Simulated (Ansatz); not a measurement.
`[NH2][Sn][F]`, relaxed with RKS PBE-D4/def2-SVP in the Gaussian-basis code of Ansatz from a rough embedded geometry. The force threshold is 0.03 eV/Å; the program also tests the step.

Charge 0, multiplicity 1. Sn takes the def2 core potential.

Start:

```xyz
5

N     0.258    0.933   -0.019
Sn    0.324   -0.741    1.096
F    -0.593   -2.121    0.125
H     0.745    0.721   -0.984
H    -0.734    1.207   -0.218
```

```
step  energy (eV)  largest force (eV/Å)  largest move (Å)
   1  -10063.8145                 2.490             0.000
   2  -10064.0677                 0.579             0.153
   3  -10064.0924                 0.128             0.042
   4  -10064.0932                 0.046             0.010
   5  -10064.0934                 0.015             0.009
   6  -10064.0947                 0.079             0.033
   7  -10064.1031                 0.191             0.068
   8  -10064.1468                 0.747             0.169
   9  -10064.2337                 1.452             0.196
  10  -10064.3822                 1.442             0.190
  11  -10064.4617                 1.555             0.161
  12  -10064.4702                 1.319             0.074
  13  -10064.5739                 0.524             0.186
  14  -10064.5769                 0.441             0.032
  15  -10064.5797                 0.027             0.011
```

End:

```xyz
5

N     0.233    0.636   -0.267
Sn    0.706   -0.971    0.913
F    -1.062   -1.803    0.556
H     0.806    1.458   -0.475
H    -0.683    0.680   -0.727
```

Hardware: 2 threads of a server CPU on a shared host. Wall time 7 s, peak host memory 0.15 GiB.
